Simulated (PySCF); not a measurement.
Cl2FNbS, multiplicity 1. Atoms are numbered in the order given.

```xyz
5

Nb    -0.2125     0.0489     0.0000
S      0.7230     1.9523     0.0000
F     -2.0388     0.3124     0.0000
Cl     0.4556    -1.0604    -1.8697
Cl     0.4556    -1.0604     1.8697
```
Charge 0, spin multiplicity 1.

The structure is a stationary point at PBE0-D3(BJ)/def2-SVP. The multiplicity is an assumed one; no other spin state was optimised. The structure was generated by enumeration; whether it is a known compound was not checked. The def2 effective core potentials stand for the cores of Nb; spin–orbit coupling is left out.

Computed with PBE0-D3(BJ)/def2-SVP run with PySCF.

Frequencies are harmonic and unscaled.

```json
[
 {"mode": "1", "ν (cm⁻¹)": "107", "IR (km/mol)": "1.7", "moving atoms (share of kinetic energy)": "Cl 79 %, Nb 15 %"},
 {"mode": "2", "ν (cm⁻¹)": "140", "IR (km/mol)": "1.8", "moving atoms (share of kinetic energy)": "F 52 %, Cl 31 %, S 17 %"},
 {"mode": "3", "ν (cm⁻¹)": "141", "IR (km/mol)": "1.9", "moving atoms (share of kinetic energy)": "Cl 41 %, S 26 %, Nb 25 %"},
 {"mode": "4", "ν (cm⁻¹)": "155", "IR (km/mol)": "2.3", "moving atoms (share of kinetic energy)": "S 36 %, Cl 31 %, F 17 %, Nb 16 %"},
 {"mode": "5", "ν (cm⁻¹)": "197", "IR (km/mol)": "0.8", "moving atoms (share of kinetic energy)": "F 60 %, S 26 %, Nb 8 %"},
 {"mode": "6", "ν (cm⁻¹)": "413", "IR (km/mol)": "36.1", "moving atoms (share of kinetic energy)": "Cl 78 %, Nb 16 %"},
 {"mode": "7", "ν (cm⁻¹)": "446", "IR (km/mol)": "99.8", "moving atoms (share of kinetic energy)": "Cl 60 %, Nb 39 %"},
 {"mode": "8", "ν (cm⁻¹)": "599", "IR (km/mol)": "73.0", "moving atoms (share of kinetic energy)": "S 71 %, Nb 28 %"},
 {"mode": "9", "ν (cm⁻¹)": "728", "IR (km/mol)": "129.9", "moving atoms (share of kinetic energy)": "F 81 %, Nb 19 %"}
]
```
